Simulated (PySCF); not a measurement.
iodomethane (CH₃I), SMILES CI. Atoms are numbered in the order given.

```xyz
5

C      0.0000     0.0000     1.8277
I      0.0000     0.0000    -0.3287
H      0.8957     0.5171     2.1518
H     -0.8957     0.5171     2.1518
H      0.0000    -1.0342     2.1518
```
Charge 0, spin multiplicity 1.

Geometry: B3LYP-D3(BJ)/def2-TZVP. The def2 effective core potentials stand for the cores of I; spin–orbit coupling is left out.

The numbers are results of M06-2X/def2-TZVPD in PySCF, not measurements.

Mulliken values depend strongly on the basis, most of all with diffuse functions as here. ESP charges are fitted to the potential on shells at 1.4 to 2.0 van der Waals radii. Atomic charges (e):

| atom | ESP fit | Mulliken |
|---|---|---|
| C1 | (withheld) | -0.68 |
| I2 | (withheld) | -0.05 |
| H3 | (withheld) | 0.24 |
| H4 | (withheld) | 0.24 |
| H5 | (withheld) | 0.24 |

### Question
Complete the blanks. (The exact figures need the calculation; the answer reports its results.)

### Answer

- C1, ESP fit: -0.85
- I2, ESP fit: -0.05
- H3, ESP fit: 0.30
- H4, ESP fit: 0.30
- H5, ESP fit: 0.30
